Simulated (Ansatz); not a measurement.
**Pulling the pair apart**

The pair of HF (SMILES F, atoms 1–2) and BCl₃ (SMILES ClB(Cl)Cl, atoms 3–6), both closed shells, in one local arrangement (a lower one may exist), relaxed at PBE0-D4/def2-TZVP:

F1  (-0.569, -0.819, -1.831)
H2  (0.310, -0.536, -1.847)
Cl3  (1.599, 0.569, 0.128)
B4  (0.049, 0.332, 0.916)
Cl5  (-0.248, -1.133, 1.787)
Cl6  (-1.141, 1.587, 0.848)
(Å)

BCl₃ is shifted rigidly along the line between the mean atom positions of the two fragments (negative: closer). Counterpoise interaction energies in kcal/mol. Program: Ansatz 0.2.0. Basis: def2-TZVPPD. Cores are frozen in the correlated methods.

```
shift (Å)  r2SCAN-D4  PBE0-D4  PBE-D4
    -0.26      -2.06    -1.41   -1.51
    -0.13      -2.32    -1.78   -1.88
     0.00      -2.36    -1.91   -2.01
     0.13      -2.26    -1.90   -2.00
     0.31      -1.99    -1.75   -1.84
     0.65      -1.43    -1.34   -1.41
     1.30      -0.64    -0.67   -0.70
     2.61      -0.14    -0.15   -0.15
```

(1) What does CCSD(T) give at these shifts? (To be estimated.)

The T1 diagnostic stays at or below 0.012.

Answers

(1) By the calculation: -0.63, -1.17, -1.43, -1.50, -1.44, -1.12, -0.56, -0.14 kcal/mol. For zero shift, CCSD(T) at an estimated basis limit (MP2 extrapolated from triple and quadruple zeta, plus CCSD(T) − MP2 in triple zeta) gives -1.85 kcal/mol. These are counterpoise interaction energies, counted from the two frozen fragments.

For scale, one of the runs: CCSD(T)/def2-TZVPPD, 247 basis functions, launched by `ansatz run in.yaml --threads 4 --pin off --events-out ev --progress --plain --max-ram 9574MiB`. Hardware: 4 CPU threads of an Arm Neoverse V1, shared host. Wall time 2.8 min; peak host memory 4.8 GiB.
